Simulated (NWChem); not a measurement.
Molecule: Si2H3F, singlet; SMILES [Si]([SiH3])F

All runs: NWChem. Low-valent species are run as closed-shell singlets; no triplet was tried in these runs. All runs use the structure optimised with PBE-D3(BJ)/def2-SVP. Level: PBE/def2-SVP with SMD (1 M gas to 1 M solution), gas-phase geometry. Reactions with the solvent are ignored.

Problem. Predict the results for solvent water. Quantities: solvation free energy (kcal/mol); cavity-dispersion-structure term (kcal/mol); dipole in solution (D).

Solution. The solvation free energy (kcal/mol) is 0.4. The cavity-dispersion-structure term (kcal/mol) is 2.5 and the dipole in solution (D) is 1.06.
